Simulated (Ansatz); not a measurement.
Input file for Ansatz (a first-principles code): R-wB97M-V/def2-TZVPP on FGeH (SMILES [F][GeH]), atoms moved off the minimum.

Ansatz 0.2 input:
```yaml
crystal:
  periodic: [false, false, false]
  atoms:
    - {symbol: Ge, position_ang: [-0.21663832, -0.15945798, 0.38656132]}
    - {symbol: H, position_ang: [-0.85081581, -0.89422167, -0.89753689]}
    - {symbol: F, position_ang: [0.60576913, 0.86895285, -0.91030226]}
basis:
  gaussian:
    orbitals: def2-TZVPP
hamiltonian:
  xc: {name: wB97M-V}
scf: {lower_state_search: off}
output: {forces: true}
```

**Question.** Predict the final total energy.

**Answer.** -2177.3489 hartree.
